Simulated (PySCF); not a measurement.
Molecule: `CCc1cs[cH+]s1`, [C5H7S2]+.

Cartesian coordinates in Å; atom numbers follow the order of the lines, from 1:
```xyz
14

C    -1.984    0.628    0.379
C    -1.119   -0.621    0.283
C     0.339   -0.315    0.280
C     1.347   -1.221    0.297
S     2.954   -0.629    0.281
C     2.499    0.983    0.248
S     0.860    1.342    0.246
H    -3.034    0.348    0.383
H    -1.817    1.287   -0.471
H    -1.779    1.175    1.297
H    -1.338   -1.294    1.116
H    -1.362   -1.167   -0.634
H     1.200   -2.286    0.322
H     3.235    1.768    0.230
```

Total charge +1.

Frames of a GFN2-xTB Langevin trajectory at 200 K; GIAO PBE0/pcSseg-1 shieldings in PySCF 2.14, gas phase, non-relativistic; equivalent atoms averaged within each frame.

Referencing at the same level of theory: 13C (186.93 ppm) and 1H (31.72 ppm) vs TMS; CS2 for 33S (503.73 ppm). The references are static minima.

How do the shifts (ppm) fluctuate along the trajectory?

Answers


```csv
time (fs),C6,C3,C4,C2,C1,S5,S7,H14,H13,H11/H12
250,195.1,186.8,153.7,27.4,16.9,487,440,10.77,9.13,3.56
425,193.9,188.9,141.8,31.4,15.8,437,447,10.37,8.26,4.27
625,193.8,183.9,147.8,29.1,15.3,440,461,10.69,8.86,4.11
800,195.0,191.8,135.1,25.1,17.4,440,475,10.85,8.63,3.09
1000,188.8,190.1,145.2,28.8,23.1,473,468,10.51,9.20,3.87
mean of frames,193.3,188.3,144.7,28.3,17.7,456,458,10.64,8.82,3.78
standard deviation,2.6,3.1,6.9,2.3,3.1,23,15,0.20,0.38,0.47
```

5 frames give an uncertainty of the mean of about the standard deviation over 2.2 at best, since frames this close in time may not be independent; classical motion lacks zero-point vibration, and the reference would need the same averaging.
